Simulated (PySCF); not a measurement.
Molfile (atoms numbered from 1):
```
C4H9NOSi
     RDKit          3D

 16 16  0  0  0  0  0  0  0  0999 V2000
   -2.7205   -0.9575    0.7378 O   0  0  0  0  0  0  0  0  0  0  0  0
   -2.2009   -0.0332    0.1718 C   0  0  0  0  0  0  0  0  0  0  0  0
   -0.7777   -0.0094   -0.3145 C   0  0  2  0  0  0  0  0  0  0  0  0
   -0.0005   -1.2861    0.0071 C   0  0  0  0  0  0  0  0  0  0  0  0
    1.4017   -0.9815   -0.2085 N   0  0  0  0  0  0  0  0  0  0  0  0
    1.7957    0.6983   -0.0394 Si  0  0  0  0  0  4  0  0  0  0  0  0
   -0.0062    1.2062    0.2433 C   0  0  0  0  0  0  0  0  0  0  0  0
   -2.7713    0.9137   -0.0245 H   0  0  0  0  0  0  0  0  0  0  0  0
   -0.8295    0.1082   -1.4146 H   0  0  0  0  0  0  0  0  0  0  0  0
   -0.2310   -1.5952    1.0458 H   0  0  0  0  0  0  0  0  0  0  0  0
   -0.3433   -2.1082   -0.6439 H   0  0  0  0  0  0  0  0  0  0  0  0
    2.0454   -1.7597   -0.1620 H   0  0  0  0  0  0  0  0  0  0  0  0
    2.4253    1.3036   -1.2572 H   0  0  0  0  0  0  0  0  0  0  0  0
    2.6802    1.0441    1.1207 H   0  0  0  0  0  0  0  0  0  0  0  0
   -0.1707    1.2994    1.3311 H   0  0  0  0  0  0  0  0  0  0  0  0
   -0.3122    2.1544   -0.2223 H   0  0  0  0  0  0  0  0  0  0  0  0
  1  2  2  0
  2  3  1  0
  3  4  1  0
  4  5  1  0
  5  6  1  0
  6  7  1  0
  7  3  1  0
  2  8  1  0
  3  9  1  6
  4 10  1  0
  4 11  1  0
  5 12  1  0
  6 13  1  0
  6 14  1  0
  7 15  1  0
  7 16  1  0
M  END
```

Geometry: PBE0-D3(BJ)/def2-SVP; GIAO absolute shieldings from PySCF 2.14, gas phase, non-relativistic, averaged over equivalent atoms.

At PBE0/pcSseg-1 (171 basis functions, 53 s wall time on 1 thread of an AMD EPYC, shared host):
```
atoms  σ (ppm)
   O1   -344.9
   C2    -20.4
   C3    130.5
   C4    138.2
   C7    175.3
   N5    247.3
  Si6    372.5
   H8    21.36
  H14    26.27
  H13    26.29
  H11    28.12
  H10    28.18
   H9    28.86
  H16    30.04
  H15    30.56
  H12    31.43
```

Q: Estimate the result of repeating the calculation with PBE/pcSseg-1.

A: 
| atoms | σ at PBE/pcSseg-1 | change |
| --- | --- | --- |
| O1 | -335.8 | +9.1 |
| C2 | -22.9 | -2.5 |
| C3 | 122.6 | -7.9 |
| C4 | 131.1 | -7.1 |
| C7 | 169.5 | -5.8 |
| N5 | 239.7 | -7.6 |
| Si6 | 357.0 | -15.5 |
| H8 | 21.00 | -0.36 |
| H14 | 25.95 | -0.32 |
| H13 | 25.96 | -0.33 |
| H11 | 27.96 | -0.16 |
| H10 | 27.99 | -0.19 |
| H9 | 28.65 | -0.21 |
| H16 | 29.88 | -0.16 |
| H15 | 30.38 | -0.18 |
| H12 | 31.38 | -0.05 |

The largest change is at Si6 (silicon bonded to C, N, 2 H, in a 5-membered ring). Cost: 171 basis functions, 81 s wall time on 1 thread of an AMD EPYC, shared host. The order of the carbon signals is the same at both levels.
